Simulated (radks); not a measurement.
Task: The mean radii <r> (bohr) of the occupied orbitals of an atom or ion are listed with their occupations. Calculated with a radial shooting solver on a logarithmic mesh with Libxc functionals: non-relativistic Kohn-Sham, BLYP, spin-polarised, spherical densities, point nucleus.

orbital  occ.     <r>
1s up       1  0.7618
3s up       1   10.05

Name the element and its charge. Open shells, if any, are filled with parallel spins first.

Result: Z = 2, helium, charge 0: He in 1s1 3s1. The 1s radius gives Z: for a bare nucleus <r> = 1.5/Z, 0.75 bohr for Z = 2, and screening makes it slightly larger (0.7618 here). The occupations add up to 2, and the charge is Z minus that.
